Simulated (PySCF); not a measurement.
Species: CH₂AlNS.
SMILES: `[AlH2][N]=C=S`

Jobs on this species (6 atoms, 44 electrons) with PySCF (density fitting). Hardware of each: one thread of an Arm Neoverse N1, on a shared host. The host was shared with other jobs, so the times are rough.

```
                                                             level and settings                                                                work  basis functions  SCF cycles  wall time
                                                  PBE/pcSseg-1 (pcSseg-2 on Al)                                                          shieldings              111           ?          ?
                                                 PBE0/pcSseg-1 (pcSseg-2 on Al)                             shieldings, charges and field gradients              111           ?          ?
                                                B3LYP/pcSseg-1 (pcSseg-2 on Al)                                                          shieldings              111           ?          ?
                                                            CAM-B3LYP/def2-SVPD  15 singlets by full TDDFT, 4 Tamm–Dancoff triplets, polarisability              107          13       11 s
                                             PBE0-D3(BJ)/def2-SVP, grid level 1                         geometry optimisation from a GFN2-xTB start               74          26      9.5 s
delta-SCF UKS SCAN, pcX-2 on the ionised atom, pcseg-1 elsewhere, spin-free X2C                                       ΔSCF core ionisation, 6 holes              116          96       22 s
```

Task: Fill in the missing figures.

Result: 
- PBE/pcSseg-1 (pcSseg-2 on Al); shieldings: 9.1 s, 14 SCF cycles
- PBE0/pcSseg-1 (pcSseg-2 on Al); shieldings, charges and field gradients: 9.7 s, 13 SCF cycles
- B3LYP/pcSseg-1 (pcSseg-2 on Al); shieldings: 6.7 s, 13 SCF cycles

Task: What do all jobs in the table cost together?

Result: About 68 s; the longest takes about 32 % of that, and about 3.3 times as long as the shortest.
